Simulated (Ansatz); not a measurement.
An input meant for (OH)2Al-O-SiH3 (AlSiO3H5) (charge 0, singlet).

```yaml
crystal:
  periodic: [false, false, false]
  atoms:
    - {symbol: Al, position_ang: [0.580725, -0.587203, 0.922654]}
    - {symbol: O, position_ang: [0.123989, -2.007779, 1.723513]}
    - {symbol: O, position_ang: [2.006921, 0.202230, 1.375240]}
    - {symbol: O, position_ang: [-0.355531, 0.065509, -0.322389]}
    - {symbol: Si, position_ang: [-0.927460, 1.017114, -1.535817]}
    - {symbol: H, position_ang: [-0.665198, -2.514652, 1.529295]}
    - {symbol: H, position_ang: [2.583652, -0.114953, 2.071664]}
    - {symbol: H, position_ang: [-2.100902, 0.355623, -2.184202]}
    - {symbol: H, position_ang: [-1.368447, 2.342843, -1.003244]}
    - {symbol: H, position_ang: [0.122252, 1.241259, -2.576704]}
basis:
  gaussian: {orbitals: def2-mTZVPP}
magnetization: {spin_polarized: true, initial_magnetization: 3}
hamiltonian: {xc: {name: revPBE}, dispersion: d4}
scf: {lower_state_search: full}
output: {forces: true}
```

```sh
$ ansatz run in.yaml --threads 2 --pin off --events-out ev --progress --plain --max-ram 32768MiB --backend cpu
```

Q: Predict how Ansatz answers.

A: The input was rejected before any iteration. The number of unpaired electrons doesn't fit the electron count.
```
Error: a molecule whose nuclei and cores have a total charge of 56 cannot have a net charge of 0 together with 3 unpaired electrons
```
